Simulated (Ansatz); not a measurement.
**Pulling the pair apart**

The pair of Cl⁻ (SMILES [Cl-], atom 1) and HCl (SMILES Cl, atoms 2–3), both closed shells, in one local arrangement (a lower one may exist), relaxed at PBE0-D4/def2-TZVPD:

```csv
atom,x (Å),y (Å),z (Å)
Cl1,-0.0847,-0.0157,-1.5607
Cl2,0.0847,0.0157,1.5606
H3,0.0000,0.0000,0.0001
```

HCl is shifted rigidly along the line between the mean atom positions of the two fragments (negative: closer). Counterpoise interaction energies in kcal/mol. Program: Ansatz 0.2.0. Basis: def2-TZVPPD. Cores are frozen in the correlated methods.

| shift (Å) | wB97M-V | HF | r2SCAN-D4 |
| --- | --- | --- | --- |
| -0.16 | -38.97 | -33.80 | -43.08 |
| -0.08 | -41.34 | -36.08 | -45.56 |
| 0.00 | -42.04 | -36.76 | -46.32 |
| 0.08 | -41.66 | -36.42 | -45.94 |
| 0.19 | -40.01 | -34.92 | -44.20 |
| 0.39 | -35.35 | -30.78 | -39.16 |
| 0.78 | -25.81 | -22.67 | -28.71 |
| 1.56 | -13.35 | -12.54 | -15.04 |

(1) What does CCSD(T) give at these shifts? (Judge from chemistry; the value comes from the calculation.)

No T1 diagnostic of these runs exceeds 0.009.

Results:

(1) The calculation gives: -36.43, -38.81, -39.54, -39.19, -37.59, -33.04, -23.88, -12.42 kcal/mol. For zero shift, CCSD(T) at an estimated basis limit (MP2 extrapolated from triple and quadruple zeta, plus CCSD(T) − MP2 in triple zeta) gives -41.61 kcal/mol. These are counterpoise interaction energies, counted from the two frozen fragments.

For scale, one of the runs: CCSD(T)/def2-TZVPPD, 119 basis functions, launched by `ansatz run in.yaml --threads 2 --pin off --events-out ev --progress --plain --max-ram 5222MiB`. The run took about 2 s on 2 CPU threads (shared host).
